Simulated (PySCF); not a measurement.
Species: C₇H₈NO (charge +1).
Geometry (GFN2-xTB, Å), atoms numbered from 1 in this order:
```
atom  x, y, z in Å
C1     2.486   -0.828    0.365
C2     1.755    0.292   -0.262
O3     2.194    1.229   -0.832
N4     0.247    0.224   -0.147
C5    -0.426    1.322   -0.528
C6    -1.801    1.371   -0.470
C7    -2.499    0.259   -0.013
C8    -1.784   -0.872    0.368
C9    -0.407   -0.861    0.292
H10    3.550   -0.598    0.330
H11    2.189   -0.978    1.402
H12    2.326   -1.754   -0.189
H13    0.175    2.150   -0.882
H14   -2.316    2.267   -0.780
H15   -3.577    0.271    0.041
H16   -2.291   -1.757    0.719
H17    0.172   -1.725    0.576
```

Level of theory: TDDFT PBE0/def2-SVPD, vertical, gas phase, core orbitals frozen in the response in PySCF.

Broadening: Gaussians 0.4 eV wide at half height, area fixed by f = 4.319×10⁻⁹ ∫ε dν̃. The width is an assumption, not a result. The curve ends short of the highest state used, and states not computed would add to its high-energy end.

λ (nm), ε (L mol⁻¹ cm⁻¹) and a bar:
```
    199.8       3022 #################
    202.1       4274 ########################
    204.3       5137 #############################
    206.6       5340 ##############################
    208.9       4775 ###########################
    211.2       3702 #####################
    213.5       2511 ##############
    215.7       1544 #########
    218.0        842 #####
    220.3        452 ###
    222.6        320 ##
    224.8        396 ##
    227.1        677 ####
    229.4       1163 #######
    231.7       1831 ##########
    233.9       2571 ##############
    236.2       3327 ###################
    238.5       3917 ######################
    240.8       4218 ########################
    243.0       4183 #######################
    245.3       3835 ######################
    247.6       3260 ##################
    249.9       2581 ##############
    252.1       1938 ###########
    254.4       1350 ########
    256.7        885 #####
    259.0        550 ###
    261.2        332 ##
    263.5        188 #
    265.8        104 #
    268.1         58 
    270.3         36 
    272.6         25 
    274.9         20 
    277.2         19 
    279.4         18 
    281.7         18 
    284.0         17 
    286.3         16 
    288.5         14 
    290.8         12 
    293.1         10 
    295.4          8 
    297.6          6 
    299.9          4 
    302.2          3 
    304.5          2 
    306.7          2 
    309.0          1 
    311.3          1 
    313.6          0 
    315.8          0 
    318.1          0 
    320.4          0 
    322.7          0 
    324.9          0
```

(1) Where are the band maxima, and which computed states make them?

(2) Does any computed singlet lie in the visible range?

(3) On this curve, what absorbance would a 10⁻⁴ mol/L sample give at 308 nm over a 1 cm path?

(4) Coming from long wavelengths, where does ε first pass 100 L mol⁻¹ cm⁻¹?

Results:

(1) 242 nm (5.13 eV), ε about 4200, made up of S2 (100%); 206 nm (6.02 eV), ε about 5400, made up of S3 (99%) (ε in L mol⁻¹ cm⁻¹; maxima over ε = 5, shares over 10%). The states used: S1 4.42 eV (f 0.0003); S2 5.13 eV (f 0.063); S3 6.02 eV (f 0.079); S4 6.34 eV (f 0.0026); S5 6.46 eV (f 0.0015); S6 6.81 eV (f 0.0005).

(2) No computed singlet lies in the visible range (380 to 750 nm); the lowest, at 281 nm, stands 1.15 eV above its violet end (3.26 eV).

(3) 308 nm is 4.025 eV, where ε is about 1.3 L mol⁻¹ cm⁻¹, so A = ε c l ≈ 0.00013 (Beer–Lambert, with the gas-phase spectrum and the assumed width).

(4) At about 266 nm (4.66 eV), 0.25 eV above S1.

One conformer stands for the species.
